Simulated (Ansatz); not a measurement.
Basis sets compared for `C#Cc1ccc(C#Cc2ccc(C#Cc3ccc(C#Cc4ccc(C#Cc5ccc(C#Cc6ccc(C#Cc7ccccc7)cc6)cc5)cc4)cc3)cc2)cc1`. Total charge 0; singlet. Geometry PBE-D4/def2-SVP. Ansatz on 4 threads of AMD EPYC 7R13 on a shared host and a share (37 GiB) of an NVIDIA H100 80GB HBM3; times are rough, and most runs start from earlier orbitals.

```xyz
86

C    10.194    3.210  -21.762
C     9.680    3.063  -20.658
C     9.081    2.891  -19.374
C     9.486    3.690  -18.273
C     8.903    3.522  -17.019
C     7.888    2.548  -16.813
C     7.293    2.376  -15.535
C     6.775    2.225  -14.425
C     6.179    2.051  -13.149
C     5.126    1.113  -12.960
C     4.540    0.942  -11.709
C     4.980    1.698  -10.588
C     4.384    1.521   -9.313
C     3.864    1.364   -8.205
C     3.264    1.180   -6.932
C     3.756    1.865   -5.788
C     3.170    1.681   -4.539
C     2.062    0.803   -4.376
C     1.465    0.614   -3.103
C     0.943    0.445   -1.997
C     0.344    0.246   -0.727
C    -0.834   -0.539   -0.593
C    -1.422   -0.736    0.654
C    -0.859   -0.159    1.825
C    -1.456   -0.364    3.095
C    -1.977   -0.546    4.200
C    -2.575   -0.758    5.469
C    -1.964   -0.265    6.654
C    -2.549   -0.477    7.900
C    -3.773   -1.191    8.018
C    -4.368   -1.410    9.287
C    -4.886   -1.603   10.391
C    -5.480   -1.826   11.660
C    -4.849   -1.373   12.850
C    -5.431   -1.593   14.096
C    -6.673   -2.276   14.209
C    -7.267   -2.502   15.479
C    -7.782   -2.698   16.582
C    -8.377   -2.925   17.854
C    -7.728   -2.497   19.043
C    -8.316   -2.724   20.291
C    -9.556   -3.378   20.384
C   -10.207   -3.808   19.215
C    -9.628   -3.587   17.961
C    -7.305   -2.727   13.018
C    -6.723   -2.507   11.773
C    -4.384   -1.684    6.832
C    -3.798   -1.473    5.587
C     0.319    0.627    1.691
C     0.905    0.826    0.444
C     1.570    0.119   -5.521
C     2.158    0.301   -6.769
C     6.033    2.636  -10.777
C     6.618    2.808  -12.029
C     7.484    1.748  -17.917
C     8.069    1.917  -19.171
H    10.647    3.340  -22.735
H    10.270    4.447  -18.422
H     9.223    4.146  -16.171
H     4.778    0.522  -13.819
H     3.727    0.214  -11.575
H     4.611    2.547   -5.902
H     3.559    2.216   -3.661
H    -1.277   -0.992   -1.491
H    -2.333   -1.345    0.745
H    -1.018    0.289    6.575
H    -2.067   -0.092    8.810
H    -3.888   -0.844   12.776
H    -4.933   -1.239   15.009
H    -6.758   -1.985   18.966
H    -7.802   -2.386   21.204
H   -10.015   -3.555   21.369
H   -11.179   -4.321   19.283
H   -10.135   -3.921   17.044
H    -8.266   -3.256   13.093
H    -7.221   -2.861   10.859
H    -5.331   -2.237    6.911
H    -4.280   -1.859    4.677
H     0.763    1.079    2.589
H     1.815    1.437    0.352
H     0.714   -0.562   -5.407
H     1.769   -0.235   -7.647
H     6.382    3.227   -9.918
H     7.431    3.537  -12.164
H     6.701    0.991  -17.769
H     7.749    1.293  -20.018
```

Single mean-field runs in 6-31G, def2-SVP, def2-mTZVP are fitted with def2-universal-jkfit.

Binding counts from free atoms (C triplet, H doublet) in the same basis, without a counterpoise term.

| level | functions | energy (Eh) | HOMO (eV) | LUMO (eV) | binding per atom (eV) | wall time |
| --- | --- | --- | --- | --- | --- | --- |
| HF/STO-3G | 310 | -2111.5279 | -5.03 | 3.72 | 4.56 | 3.9 s |
| HF/6-31G | 564 | -2137.0060 | -6.93 | 0.76 | 3.83 | 4.7 s |
| r2SCAN-D4/def2-SVP | 934 | -2148.8967 | -5.10 | -3.19 | 5.64 | 7 s |

(1) Estimate the rows for r2SCAN-D4/def2-mTZVP.

Answers

(1) 
```csv
level,functions,energy (Eh),HOMO (eV),LUMO (eV),binding per atom (eV),wall time
r2SCAN-D4/def2-mTZVP,1154,-2151.0388,-5.09,-3.18,5.52,10 s
```
